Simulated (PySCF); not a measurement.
**Molecular orbitals of RbB**

LC-ωPBE at R = 2.967 Å; PySCF, spin-free X2C with a Gaussian nucleus, basis sets Rb x2c-TZVPPall, B x2c-TZVPPall. State: ³Π (triplet), unpaired electrons σ ↑, π ↑. Only the outer orbitals are listed, counted within each symmetry.

| spin | orbital | occ. | ε (eV) | on Rb (%) | main shells (%) |
| --- | --- | --- | --- | --- | --- |
| α | 8σ | 1 | -38.12 | 101 | 100 Rb s |
| α | 4π | 1 | -20.88 | 100 | 100 Rb p |
| α | 4π | 1 | -20.87 | 100 | 100 Rb p |
| α | 9σ | 1 | -20.83 | 97 | 97 Rb p |
| α | 10σ | 1 | -11.89 | 7 | 93 B s |
| α | 11σ | 1 | -5.43 | 15 | 84 B p, 11 Rb s |
| α | 5π | 1 | -5.28 | 12 | 88 B p |
| α | 12σ | 0 | -0.25 | 98 | 71 Rb s, 26 Rb p |
| α | 5π | 0 | 0.40 | 99 | 82 Rb p, 16 Rb d |
| α | 6π | 0 | 0.46 | 100 | 71 Rb p, 29 Rb d |
| β | 8σ | 1 | -38.07 | 101 | 100 Rb s |
| β | 4π | 1 | -20.86 | 100 | 100 Rb p |
| β | 4π | 1 | -20.82 | 100 | 100 Rb p |
| β | 9σ | 1 | -20.68 | 98 | 98 Rb p |
| β | 10σ | 1 | -9.31 | 6 | 93 B s |
| β | 11σ | 0 | -0.28 | 101 | 75 Rb s, 26 Rb p |
| β | 5π | 0 | 0.43 | 99 | 80 Rb p, 20 Rb d |
| β | 5π | 0 | 0.46 | 100 | 76 Rb p, 24 Rb d |

**Question.** Which are the highest filled and the lowest empty level, where do they sit, and how wide is the gap?

**Answer.** Highest filled α 5π at -5.28 eV (in %: 88 B p); lowest empty β 11σ at -0.28 eV (in %: 75 Rb s, 26 Rb p); the gap at LC-ωPBE is 5.00 eV.

The bond order (Mayer) is 0.62, the ⟨S²⟩ is 2.005 and the charge on Rb (Mulliken, basis-dependent) is 0.65. The charge on Rb (Löwdin, basis-dependent) is 0.36 and the dipole moment (positive dipole means Rb(−)B(+)) is -10.29 D.

Shares are Mulliken populations and can fall outside 0 to 100 %.

Spin–orbit coupling is left out. The state is the lowest determinant that a PBE0 search found; another state may lie lower at other levels.
